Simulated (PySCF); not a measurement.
Species: C6H14S (charge +1 and doublet state).
Numbering: `[CH3:1][CH2:2][S+:3][C@H:4]([CH3:5])[CH2:6][CH3:7]` (hydrogens: H8, H9, H10 on C1; H11, H12 on C2; H13 on C4; H14, H15, H16 on C5; H17, H18 on C6; H19, H20, H21 on C7)

The geometry is computed with GFN2-xTB (gas phase). This method treats the open shell by occupation alone, without spin polarisation.

Task: What internal coordinates does the optimisation give?

Result: 
```json
{"bond": "C1–C2", "length (pm)": "151.3"}
{"bond": "C2–S3", "length (pm)": "180.5"}
{"bond": "S3–C4", "length (pm)": "181.8"}
{"bond": "C4–C5", "length (pm)": "151.2"}
{"bond": "C4–C6", "length (pm)": "155.0"}
{"bond": "C6–C7", "length (pm)": "151.8"}
{"bond": "C1–H8, C1–H9, C1–H10", "length (pm)": "108.7"}
{"bond": "C2–H11", "length (pm)": "109.3"}
{"bond": "C2–H12", "length (pm)": "109.4"}
{"bond": "C4–H13", "length (pm)": "109.4"}
{"bond": "C5–H14, C5–H15, C5–H16", "length (pm)": "108.8"}
{"bond": "C6–H17", "length (pm)": "109.2"}
{"bond": "C6–H18", "length (pm)": "109.2"}
{"bond": "C7–H19, C7–H20, C7–H21", "length (pm)": "108.7"}
```

Bonds in one row agree within 1 pm and their mean is given. A selection of angles:
```json
{"angle": "C2–C1–H8", "degrees": "111.4"}
{"angle": "C2–C1–H9", "degrees": "109.3"}
{"angle": "H8–C1–H9", "degrees": "108.3"}
{"angle": "C1–C2–S3", "degrees": "111.4"}
{"angle": "C1–C2–H11", "degrees": "111.4"}
{"angle": "C1–C2–H12", "degrees": "111.0"}
{"angle": "S3–C2–H11", "degrees": "107.3"}
{"angle": "S3–C2–H12", "degrees": "107.5"}
{"angle": "H11–C2–H12", "degrees": "108.0"}
{"angle": "C2–S3–C4", "degrees": "104.8"}
{"angle": "S3–C4–C5", "degrees": "114.6"}
{"angle": "S3–C4–C6", "degrees": "106.4"}
{"angle": "S3–C4–H13", "degrees": "103.1"}
{"angle": "C5–C4–C6", "degrees": "113.8"}
{"angle": "C5–C4–H13", "degrees": "110.5"}
{"angle": "C6–C4–H13", "degrees": "107.7"}
{"angle": "C4–C5–H14", "degrees": "111.2"}
{"angle": "C4–C5–H16", "degrees": "109.0"}
{"angle": "H14–C5–H15", "degrees": "109.1"}
{"angle": "H14–C5–H16", "degrees": "107.3"}
{"angle": "C4–C6–C7", "degrees": "111.4"}
{"angle": "C4–C6–H17", "degrees": "108.4"}
{"angle": "C4–C6–H18", "degrees": "109.6"}
{"angle": "C7–C6–H17", "degrees": "110.2"}
{"angle": "C7–C6–H18", "degrees": "108.9"}
{"angle": "H17–C6–H18", "degrees": "108.2"}
{"angle": "C6–C7–H19", "degrees": "108.4"}
{"angle": "C6–C7–H20", "degrees": "111.8"}
{"angle": "H19–C7–H20", "degrees": "107.3"}
{"angle": "H19–C7–H21", "degrees": "108.5"}
```

Torsions: C1–C2–S3–C4 170° (antiperiplanar); C2–S3–C4–C5 34° (synclinal); S3–C4–C6–C7 -163° (antiperiplanar).

Of the pairs four or more bonds apart, H16···H21 is among the closest relative to their van der Waals radii: 2.32 Å, 96 % of the sum of Bondi's values. S3 (sulfur bonded to 2 C) is bent (angle 104.8°). The C–C distances run from 1.512 Å (C4–C5, drawn single) to 1.550 Å (C4–C6, drawn single), a spread of 0.038 Å.

Point group: C1 (no symmetry element, even within 0.4 Å). GFN2-xTB frequencies: not computed here.

One conformer stands for the species.
